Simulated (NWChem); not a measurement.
System: C$_{2}$H$_{6}$ClFSi; SMILES C[Si](C)(F)Cl

Here is an NWChem input.

```
start job
memory heap 200 mb stack 900 mb global 1100 mb
geometry units angstroms noautosym nocenter noautoz
  C     -0.719697    -1.000192     1.574299
  Si     0.043429    -0.351761     0.000000
  C     -0.719697    -1.000192    -1.574299
  F      1.619752    -0.716245     0.000000
  Cl    -0.086975     1.727418     0.000000
  H     -0.222549    -0.575219     2.452500
  H     -1.784070    -0.746199     1.629206
  H     -0.626384    -2.091671     1.625032
  H     -0.222549    -0.575219    -2.452500
  H     -1.784070    -0.746199    -1.629206
  H     -0.626384    -2.091671    -1.625032
end
basis spherical
  * library pcsseg-1
end
dft
  xc xpbe96 cpbe96
  iterations 150
end
property
  shielding 7 1 2 4 5 6 7 8
end
task dft property
```

Excerpt of the output:

```
             Northwest Computational Chemistry Package (NWChem) 7.3.0
             --------------------------------------------------------

                             Geometry "geometry" -> ""
                             -------------------------

 Output coordinates in angstroms (scale by  1.889725989 to convert to a.u.)

  No.       Tag          Charge          X              Y              Z
 ---- ---------------- ---------- -------------- -------------- --------------
    1 C                    6.0000    -0.71969700    -1.00019200     1.57429900
    2 Si                  14.0000     0.04342900    -0.35176100     0.00000000
    3 C                    6.0000    -0.71969700    -1.00019200    -1.57429900
    4 F                    9.0000     1.61975200    -0.71624500     0.00000000
    5 Cl                  17.0000    -0.08697500     1.72741800     0.00000000
    6 H                    1.0000    -0.22254900    -0.57521900     2.45250000
    7 H                    1.0000    -1.78407000    -0.74619900     1.62920600
    8 H                    1.0000    -0.62638400    -2.09167100     1.62503200
    9 H                    1.0000    -0.22254900    -0.57521900    -2.45250000
   10 H                    1.0000    -1.78407000    -0.74619900    -1.62920600
   11 H                    1.0000    -0.62638400    -2.09167100    -1.62503200

 Effective nuclear repulsion energy (a.u.)     303.5531909627

  pbe96 is a nonlocal functional; adding pw91lda local functional.
                              NWChem Property Module
                              ----------------------

  itol2e modified to match energy
  convergence criterion.

                                 NWChem DFT Module
                                 -----------------

 Summary of "ao basis" -> "ao basis" (spherical)
 ------------------------------------------------------------------------------
       Tag                 Description            Shells   Functions and Types
 ---------------- ------------------------------  ------  ---------------------
 C                          pcsseg-1                 7       17   3s3p1d
 Si                         pcsseg-1                10       24   4s5p1d
 F                          pcsseg-1                 7       17   3s3p1d
 Cl                         pcsseg-1                10       24   4s5p1d
 H                          pcsseg-1                 3        5   2s1p

  itol2e modified to match energy
  convergence criterion.

[...]

          -----------------------------------------
          Chemical Shielding Tensors (GIAO, in ppm)
          -----------------------------------------

                                NWChem CPHF Module
                                ------------------

  scftype          =     RHF
  nclosed          =       29
  nopen            =        0
  variables        =     2900
  # of vectors     =        3
  tolerance        = 0.10D-03
  level shift      = 0.00D+00
  max iterations   =       50
  max subspace     =       30

 SCF residual:    3.3389853501427867E-005

Iterative solution of linear equations
  No. of variables     2900
  No. of equations        3
  Maximum subspace       30
        Iterations       50
       Convergence  1.0D-04

   iter   nsub   residual    time
   ----  ------  --------  ---------
     1      3    9.87D-06     194.1

      Atom:    1  C
        Diamagnetic
    253.2251      1.2862     -3.1318
      1.2862    254.5931     -3.6927
     -3.1318     -3.6927    259.1307

        Paramagnetic
    -81.0340     -0.9945     -1.9665
     -0.9945    -79.4093     -4.9257
     -1.9665     -4.9257    -75.0036

        Total Shielding Tensor
    172.1911      0.2917     -5.0983
      0.2917    175.1838     -8.6184
     -5.0983     -8.6184    184.1270

           isotropic =     177.1673
          anisotropy =      19.9880

          Principal Components and Axis System
                 1           2           3
              190.4926    172.9025    168.1068

      1        -0.2426      0.7596      0.6035
      2        -0.4794     -0.6347      0.6061
      3         0.8434     -0.1423      0.5181

      Atom:    2  Si
        Diamagnetic
    881.2288     -0.8884      0.0000
     -0.8884    884.1986     -0.0000
      0.0000     -0.0000    878.6795

        Paramagnetic
   -591.1939     -3.9410     -0.0000
     -3.9410   -620.0814     -0.0000
     -0.0000     -0.0000   -556.4756

        Total Shielding Tensor
    290.0349     -4.8294     -0.0000
     -4.8294    264.1172     -0.0000
     -0.0000     -0.0000    322.2039

           isotropic =     292.1187
          anisotropy =      45.1278

          Principal Components and Axis System
                 1           2           3
              322.2039    290.9055    263.2465

      1        -0.0000      0.9841      0.1774
      2        -0.0000     -0.1774      0.9841
      3         1.0000      0.0000      0.0000

      Atom:    3  F
        Diamagnetic
    491.1609     -6.9036      0.0000
     -6.9036    466.4066      0.0000
      0.0000      0.0000    463.0851

        Paramagnetic
   -171.1835     -4.6756     -0.0000
     -4.6756   -134.7951     -0.0000
     -0.0000     -0.0000   -214.4807

        Total Shielding Tensor
    319.9774    -11.5793     -0.0000
    -11.5793    331.6115     -0.0000
     -0.0000     -0.0000    248.6044

           isotropic =     300.0644
          anisotropy =      58.0325

          Principal Components and Axis System
                 1           2           3
              338.7528    312.8361    248.6044

      1        -0.5249      0.8511      0.0000
      2         0.8511      0.5249      0.0000
      3        -0.0000     -0.0000      1.0000

      Atom:    4  Cl
        Diamagnetic
   1145.3042     -0.2066     -0.0000
     -0.2066   1155.1475      0.0000
     -0.0000      0.0000   1145.7145

        Paramagnetic
   -299.8362     -0.2835      0.0000
     -0.2835   -165.3226     -0.0000
      0.0000     -0.0000   -442.8186

[...]
```

Level: PBE/pcSseg-1, GIAO. All runs use the structure optimised with B3LYP/6-31G* (spherical d). The output numbers the shielded atoms by their place in the input's list. The printed shielding anisotropy is the first printed principal value minus the mean of the other two.
